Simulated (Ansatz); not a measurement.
Consider the cleavage of the Si–Si bond: `O[SiH](F)[SiH2][SiH3]` + `C[O][Zn][OH]` → `C[O][Zn][O][SiH3]` + `O[SiH](F)[SiH3]`.

Calculated with Ansatz (gas phase, PBE0-D4/def2-TZVP geometries, no zero-point term in ΔE). CBS: MP2 limit from def2 TZ/QZ plus the TZ coupled-cluster correction, frozen cores. Functionals use def2-TZVPP. For Zn outer-core shells are correlated without core-valence functions, which leaves a few kJ/mol of doubt a bond. Scalar relativity is left out up to krypton. Each species was taken in one conformer, which may not be the lowest.

`O[SiH](F)[SiH2][SiH3]`:

```xyz
12

O    -0.820   -0.278    2.915
Si   -0.954   -0.531    1.304
F    -0.632   -2.064    0.958
Si    0.537    0.762    0.036
Si    0.542    0.078   -2.201
H     0.055   -0.260    3.305
H    -2.382   -0.301    0.990
H     0.139    2.194    0.140
H     1.906    0.621    0.612
H     1.425    0.953   -3.018
H    -0.840    0.151   -2.746
H     1.024   -1.324   -2.295
```

`C[O][Zn][OH]`:

Cartesian coordinates in Å:
```
C 0.653 1.400 -0.144
O -0.551 0.739 0.136
Zn -0.805 -1.004 0.065
O -1.224 -2.713 -0.085
H 0.491 2.478 -0.028
H 1.005 1.230 -1.171
H 1.464 1.116 0.540
H -1.032 -3.246 0.688
```

`C[O][Zn][O][SiH3]`:

Cartesian coordinates in Å:
```
C 2.680 -0.998 0.380
O 1.913 0.033 0.940
Zn 0.199 0.312 0.655
O -1.505 0.710 0.528
Si -2.711 0.901 -0.541
H 2.725 -0.947 -0.716
H 2.318 -1.997 0.656
H 3.705 -0.905 0.755
H -3.840 1.616 0.112
H -3.208 -0.415 -1.038
H -2.275 1.691 -1.730
```

`O[SiH](F)[SiH3]`:

```xyz
9

O     0.653    0.286   -1.776
Si   -0.474   -0.247   -0.717
F    -0.685   -1.827   -0.883
Si    0.342    0.203    1.429
H     0.433    0.322   -2.708
H    -1.801    0.354   -1.021
H    -0.608   -0.326    2.444
H     0.471    1.673    1.612
H     1.670   -0.437    1.619
```

```tsv
level	ΔE (kJ/mol)
PBE-D4	-67.5
B97M-V	-92.7
r2SCAN0-D4	-95.8
PBE-QIDH	-97.1
r2SCAN0	-96.7
BHLYP	-116.1
CCSD(T)/def2-TZVPP	-101.5
MP2/def2-QZVPP	-106.3
```

Q: What does CCSD(T)/CBS give? (An estimate is asked.)

A: The calculation gave: -99.3 kJ/mol. The listed levels differ from it by 31.8, 6.6, 3.5, 2.2, 2.6, -16.8, -2.2, -7.0 kJ/mol.

Largest T1 diagnostic among the species: 0.017.

From r2SCAN to r2SCAN0 (25 % exact exchange), in def2-TZVPP and without D4, ΔE moves by −6.6 kJ/mol. In def2-TZVPP, CCSD(T) changes the Hartree–Fock value by +35.5 kJ/mol (the triples alone add +5.2 kJ/mol) and MP2 by +30.1 kJ/mol. The D4 term adds +3.8 kJ/mol with B3LYP and +2.3 kJ/mol with PBE0; it sums over pairs of atoms, weighted by their polarisabilities, and B3LYP, whose exchange is more repulsive, gets the larger term.

B3LYP here is the variant with VWN-RPA as its local correlation; programs differ in this.
